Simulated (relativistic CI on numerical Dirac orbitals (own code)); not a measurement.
# Rb3+: q coefficients and field-shift factors

Calculated at this level of theory: Dirac-Coulomb-Breit CI, separate exchange-only KLI orbitals for each configuration, valence Slater integrals scaled by 0.85, P86 correlation energy added to each configuration, derivatives by finite differences, QED left out (own radial code, finite nucleus).

Configurations in the expansion (outside the closed core [Ar] 3d10): 4s2 4p4, 4s 4p5, 4s2 4p3 4d, 4p6, 4s2 4p3 4f, 4s 4p4 4d, 4s2 4p3 5s. Double excitations out of closed p, d and f shells are left out; levels of such configurations are missing from the list, as are those of other unlisted configurations, and high levels can miss mixing partners.

With x = (α/α₀)² − 1 an excitation energy changes as ω = ω₀ + qx; K = 2q/ω₀ is the relative enhancement. Terms are leading LS components, so labels can repeat. The field-shift factor is F = δν/δ⟨r²⟩ for the transition from the lowest level.

Lowest level 4s2 4p4 3P_2.

```tsv
Level	ω₀ (cm⁻¹)	q (cm⁻¹)	K	F (GHz/fm²)
4s2 4p4 3P_1	6168.9	7114	2.31	-0.0587
4s2 4p4 3P_0	6940.3	5864	1.69	-0.0539
4s2 4p4 1D_2	17578.6	5937	0.675	-0.0179
4s2 4p4 1S_0	38740.3	8595	0.444	-0.22
4s 4p5 3P°_2	141715.2	10560	0.149	-7.81
4s 4p5 3P°_1	146305.2	14810	0.202	-7.76
4s 4p5 3P°_0	149237.0	18310	0.245	-7.79
4s2 4p3 4d 1P°_1	174781.1	11530	0.132	-4.39
4s2 4p3 4d 5D°_0	176134.6	5648	0.0641	0.813
4s2 4p3 4d 5D°_1	176215.6	5884	0.0668	0.764
4s2 4p3 4d 5D°_2	176234.7	5643	0.064	0.84
4s2 4p3 4d 5D°_3	176267.8	5446	0.0618	0.858
4s2 4p3 4d 5D°_4	176513.4	5746	0.0651	0.862
4s2 4p3 4d 3D°_2	188307.5	2636	0.028	0.919
4s2 4p3 4d 3D°_3	189816.2	6063	0.0639	0.893
4s2 4p3 4d 3D°_1	190508.8	6955	0.073	0.88
4s2 4p3 4d 3F°_2	194246.3	5789	0.0596	0.885
4s2 4p3 4d 3F°_3	195664.1	6630	0.0678	0.884
4s2 4p3 4d 1S°_0	196888.7	6008	0.061	0.893
4s2 4p3 4d 3F°_4	197461.1	7944	0.0805	0.883
4s2 4p3 4d 3G°_3	201959.5	4739	0.0469	0.927
4s2 4p3 4d 3G°_4	202553.8	5605	0.0553	0.927
4s2 4p3 4d 3G°_5	203597.4	7493	0.0736	0.913
```

Correlation outside the listed configurations is missing or only estimated: errors of thousands of cm⁻¹ between configurations and terms are usual at this charge. Rates and lifetimes follow the computed energies and can be off by large factors. The fine structure of a lone outer electron comes out too small, for d and f at times inverted, and misplaced configurations move strength between like terms.
